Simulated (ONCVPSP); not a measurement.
# Sr: one change to an ONCV potential, before and after

```
Element                 : Sr
Generator               : ONCVPSP 4.0.1
Type                    : optimised norm-conserving Vanderbilt (ONCV)
Functional              : LDA (Perdew-Wang 92)
Relativity              : fully relativistic
Frozen core             : [Ar] 3d10
Valence charge          : 10
Reference configuration : 4s2 4p6 5s1.75 (charge +0.25)
Partial waves           : 4s+5s: rc 2.35 bohr, ncon 3, nbas 6, qcut 4.4 1/bohr, 2 projectors; 4p: rc 1.55 bohr, ncon 5, nbas 9, qcut 6.3 1/bohr, 2 projectors, debl 1.2 Ha; d scattering state at 0.06 Ha: rc 1.90 bohr, ncon 4, nbas 9, qcut 5.9 1/bohr, 1 projector
Local potential         : polynomial inside 1.20 bohr (lpopt 5, dvloc0 4 Ha)
Core correction         : none
```

Open shells are filled in proportion to 2j + 1.

In the d channel the program set the typed energies aside and used 0.050 Ha (j = l + 1/2; the other j can differ).

Change: scalar-relativistic; d: rc 1.55, qcut 7.2.

Cutoffs: the cutoffs (Ha) at which the residual kinetic energy of the hardest occupied pseudo-wave falls to 1 and 0.1 mHa per electron; they do not see the model core or the augmentation charge, which bear on the density cutoff. Errors are all-electron minus pseudo energies relative to the spin-unpolarised reference configuration.

Q: What does the change do?

A: The potential gets softer (19 Ha and 80 Ha → 19 Ha and 65 Ha); of the 4 tests that both files solve, the error grows in 1 and shrinks in 1 by more than 15 % and 0.3 meV (median size 1.3 → 2.0 meV); neither file shows a bound ghost.

```csv
quantity,base,changed
"cutoff, loose",19 Ha,19 Ha
"cutoff, tight",80 Ha,65 Ha
loose cutoff by channel,"s 4.0 Ha, p 19 Ha","s 4.0 Ha, p 19 Ha"
bound ghosts,none,none
GHOST(+) flags under 300 eV,none,none
"error for 4s2 4p6 5s2, meV [ΔE -1.06 eV]",0.0,0.0
"error for 4s2 4p6 5s1, meV [ΔE 5.00 eV]",-0.2,-0.5
"error for 4s2 4p6 5s0, meV [ΔE 16.18 eV]",-2.4,-3.5
"error for 4s2 4p5 5s2, meV [ΔE 27.35 → 27.33 eV]",+27,+19
s: phases at 2.39 bohr within 0.05 rad from the reference energy up to (Ha; the scan ends near 5),2.4,2.4
```
